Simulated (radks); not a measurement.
Results of a calculation; reference values are marked as such.
Question: The mean radii <r> (bohr) of the occupied orbitals of an atom or ion are listed with their occupations. Code: a radial shooting solver on a logarithmic mesh with Libxc functionals. Model: Dirac Kohn-Sham, PBE, spin-unpolarised, spherical densities, point nucleus.

orbital     occ.      <r>
1s1/2          2  0.02781
2s1/2          2   0.1180
2p1/2          2  0.09952
2p3/2          4   0.1049
3s1/2          2   0.2902
3p1/2    1.33333   0.2764
3p3/2    2.66667   0.2846

Name the element and its charge. Open shells, if any, are shared by 2j + 1.

Answer: Z = 52, tellurium, charge +36: Te36+ in [Ne] 3s2 3p4. The 1s radius gives Z: for a bare nucleus <r> = (2 gamma + 1)/(2Z) with gamma = sqrt(1 - (Z/c)^2), 0.02741 bohr for Z = 52, and screening makes it slightly larger (0.02781 here). The occupations add up to 16, and the charge is Z minus that.
